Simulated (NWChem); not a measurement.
Species: InSiH5; SMILES [SiH3][InH2]

```xyz
7

In    -0.0008     0.6451     0.0007
H      1.5068     1.5124    -0.0071
H     -1.4833     1.5537    -0.0066
Si    -0.0022    -1.9438     0.0009
H      0.5019    -2.4540    -1.3160
H     -1.3627    -2.5277     0.2217
H      0.9068    -2.4842     1.0626
```
Atoms are numbered in this order, from 1.

Structure relaxed at the PBE0/def2-SVP level. def2 effective core potentials on In; no spin-orbit coupling.

Task: List the 6 lowest vertical singlet excitations from PBE/def2-SVP with def2 effective core potentials on In, TDA (NWChem).

Result: 
```tsv
state	energy (eV)	oscillator strength	leading excitation (squared amplitude)
S1	3.73	0.003	HOMO → LUMO (0.99)
S2	4.24	0.000	HOMO−1 → LUMO (1.00)
S3	5.60	0.002	HOMO−2 → LUMO (0.99)
S4	5.74	0.004	HOMO−3 → LUMO (0.92)
S5	6.56	0.276	HOMO → LUMO+1 (0.57)
S6	6.66	0.008	HOMO → LUMO+2 (0.67)
```
